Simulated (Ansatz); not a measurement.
Computed with Ansatz on PBE0-D4/def2-TZVP structures; ΔE is electronic, products minus reactants. CCSD(T)/CBS adds triple-zeta CCSD(T) − MP2 to the extrapolated MP2 energy (def2 sets, frozen cores). Double bonds are as drawn, so ΔE can hold a change between cis and trans. DFT in def2-TZVPP. One conformer a species, not always the lowest.

Consider the ligand exchange at the Si–C bond: `O/C=C(\Cl)[SiH2]O` + `S[SiH](Cl)Cl` → `O[SiH2]S[SiH](Cl)Cl` + `O/C=C\Cl`.

`O/C=C(\Cl)[SiH2]O`:

Z-matrix (Å, degrees):
```
Si
O 1 1.644
C 1 1.848 2 113.3
H 1 1.486 2 110.0 3 -121.4
H 1 1.482 2 106.6 3 117.1
H 2 0.958 1 117.9 3 73.1
C 3 1.338 1 124.9 2 113.5
Cl 3 1.751 1 118.0 2 -66.6
O 7 1.332 3 126.9 1 179.3
H 7 1.085 3 120.3 1 -0.5
H 9 0.969 7 108.2 3 0.3
```

`S[SiH](Cl)Cl`:

```xyz
6

S     1.451    0.900    0.239
Si   -0.426   -0.060    0.092
Cl   -1.814    1.368    0.519
Cl   -0.753   -0.815   -1.777
H     2.124   -0.212   -0.108
H    -0.582   -1.181    1.036
```

`O[SiH2]S[SiH](Cl)Cl`:

```xyz
10

O     1.415    0.023    1.848
Si    1.450    0.412    0.262
S     0.580   -1.109   -0.994
Si   -1.394   -0.388   -0.902
Cl   -2.012   -0.161    1.050
Cl   -2.605   -1.741   -1.819
H     0.552   -0.127    2.240
H     0.715    1.672   -0.020
H     2.872    0.495   -0.122
H    -1.572    0.925   -1.544
```

`O/C=C\Cl`:

Z-matrix (Å, degrees):
```
C
C 1 1.329
O 1 1.339 2 126.4
H 1 1.083 2 120.5 3 180.0
Cl 2 1.727 1 120.6 3 -0.0
H 2 1.078 1 123.5 3 -180.0
H 3 0.968 1 108.3 2 -0.0
```

| species | PBE0 energy (Eh) |
| --- | --- |
| `O/C=C(\Cl)[SiH2]O` | -978.98871 |
| `S[SiH](Cl)Cl` | -1608.91232 |
| `O[SiH2]S[SiH](Cl)Cl` | -1974.75457 |
| `O/C=C\Cl` | -613.16904 |

(1) Work out ΔE.

Largest T1 diagnostic among the species: 0.013.

Answers

(1) ΔE = (-1974.75457) + (-613.16904) − (-978.98871) − (-1608.91232) = -0.02258 Eh = -0.61 eV. CCSD(T)/CBS gives -0.61 eV.

The D4 term adds −0.06 eV with B3LYP and −0.03 eV with PBE0; it sums over pairs of atoms, weighted by their polarisabilities, and B3LYP, whose exchange is more repulsive, gets the larger term. In def2-TZVPP, CCSD(T) changes the Hartree–Fock value by −0.05 eV (the triples alone add −0.01 eV) and MP2 by −0.09 eV.

B3LYP here is the variant with VWN-RPA as its local correlation; programs differ in this.
